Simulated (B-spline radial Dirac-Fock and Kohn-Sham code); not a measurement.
**K-line shifts caused by a second vacancy in Ge⁶⁺**

System: the Ge⁶⁺ ion, configuration [Ar] 3d8.

Input of the calculation (task.json; shells as n, l, electrons):

```json
{"items": [{
  "Z": 32,
  "q": 6,
  "cfg": [[1, 0, 2], [2, 0, 2], [2, 1, 6], [3, 0, 2], [3, 1, 6], [3, 2, 8]],
  "A": 74,
  "rrms": 4.0742,
  "do": ["binding", "quiet", "double"]
}]}
```

Launch: `python xray_run.py task.json out`

Level of theory: Dirac-Fock (average of configuration) total-energy differences with a finite nucleus, the Breit interaction including its frequency dependence, and self-energy and vacuum-polarisation corrections; a B-spline atomic structure program. Each two-hole energy is an average over J within one jj subconfiguration, not an observable level; in light atoms, where LS coupling holds, the j-resolved values are not observed lines, and for a K spectator the Kα1 hypersatellite is nearly forbidden. Electron correlation is not included.

Lines without a spectator: Kα2 (K-L2) 9854.0 eV, Kα1 (K-L3) 9885.3 eV, Kβ3 (K-M2) 10986.3 eV, Kβ1 (K-M3) 10990.8 eV. Shifts in eV with one spectator hole (a dash: not computed, or left out as unreliable):

```
spectator hole     Kα2     Kα1     Kβ3     Kβ1
        K (1s)  +342.7  +346.9  +431.2  +432.0
    L2 (2p1/2)   +33.7   +41.4       –   +92.5
    L3 (2p3/2)   +37.2   +36.0   +88.1       –
    M2 (3p1/2)       –   +3.69   +9.11  +11.30
    M3 (3p3/2)   +3.26       –  +10.54  +10.03
```

With n spectator holes in 2p, averaged over the 2p shell (energies in eV):

```tsv
n	KαLⁿ	step	hypersatellite KαʰLⁿ
0	9874.8	–	10220.3
1	9912.4	+37.6	10259.2
2	9951.2	+38.8	10299.2
3	9991.1	+39.9	10340.4
4	10032.2	+41.1	10382.8
5	10074.5	+42.3	10426.3
```

Run: 20 s of CPU time on 1 thread of Neoverse-V1 (shared host), peak memory 0.37 GiB.
